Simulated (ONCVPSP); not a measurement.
## Scattering properties, ONCV potential for Gd

```json
{
 "Element": "Gd",
 "Generator": "ONCVPSP 4.0.1",
 "Type": "optimised norm-conserving Vanderbilt (ONCV)",
 "Functional": "LDA (Perdew-Zunger)",
 "Relativity": "fully relativistic",
 "Frozen core": "[Kr] 4d10",
 "Valence charge": "18",
 "Reference configuration": "4f7 5s2 5p6 5d1 6s2",
 "Partial waves": "5s+6s: rc 2.45 bohr, ncon 4, nbas 8, qcut 3.7 1/bohr, 3 projectors, debl 1.7 Ha; 5p: rc 2.45 bohr, ncon 3, nbas 7, qcut 4.7 1/bohr, 3 projectors, debl 3.7 Ha; 5d: rc 3.10 bohr, ncon 4, nbas 8, qcut 5.4 1/bohr, 1 projector; 4f: rc 1.35 bohr, ncon 4, nbas 9, qcut 11.4 1/bohr, 1 projector",
 "Local potential": "polynomial inside 1.00 bohr (lpopt 5, dvloc0 0 Ha)",
 "Core correction": "Teter function, fcfact 5, rcfact 1.8"
}
```

Open shells are filled in proportion to 2j + 1.

The phase is arctan(r·R′/R) of the radial function R(r), unwrapped; energies in Ha, scanned from -3 to 5 Ha. A pole is an energy at which the radial function vanishes at the test radius. The pseudo phase is shifted by a multiple of π to meet the all-electron one at the reference energy, and phase errors are pseudo minus all-electron; the curves can meet again beyond the range given. Levels narrower than the energy grid can be missing from the lists of poles. Where the grid stepped over a known ghost or core level, its pole and its step of π were put in at the level’s energy.

```csv
channel,radius (bohr),reference energy (Ha),"poles, all-electron","poles, pseudo",unbroken range about the reference energy with phases within 0.05 rad,phase error 1 Ha above the reference energy (rad)
s,2.48,-0.16,"-1.74, 2.37","-1.78, -1.74, 2.37",above -1.8,+0.000
p3/2,2.48,-0.96,"-0.72, 3.34","-0.72, 3.34",the whole range,-0.002
p1/2,2.48,-1.12,"-0.94, 3.05","-0.94, 3.05",the whole range,-0.002
d5/2,3.14,-0.10,"0.19, 2.49","0.19, 2.13, 3.60",below 0.8,-0.122
d3/2,3.14,-0.11,"0.16, 2.44","0.16, 2.18, 3.71",below 0.8,-0.089
f7/2,1.37,-0.31,0.24,0.27,below 1.2,+0.025
f5/2,1.37,-0.34,0.20,0.23,below 1.2,+0.025
```

Note: ghosts flagged at negative energy: s at -48.5 eV; GHOST(+) flagged for p3/2 at 173.2 eV, p1/2 at 193.7 eV. A true bound ghost makes a file unfit for plane-wave use.

Phases in the d5/2 channel:

```csv
E (Ha),all-electron,pseudo
-2.98,1.418,1.418
-2.54,1.403,1.403
-2.10,1.381,1.381
-1.66,1.350,1.350
-1.22,1.298,1.298
-0.78,1.179,1.179
-0.34,0.491,0.490
0.10,-1.485,-1.486
0.54,-1.835,-1.842
0.98,-2.973,-3.161
1.42,-4.388,-4.443
1.86,-4.596,-4.640
2.30,-4.684,-4.766
2.74,-4.749,-5.921
3.18,-4.825,-7.760
3.62,-4.992,-7.857
4.06,-6.409,-7.929
4.50,-7.588,-8.051
4.94,-7.734,-8.821
```
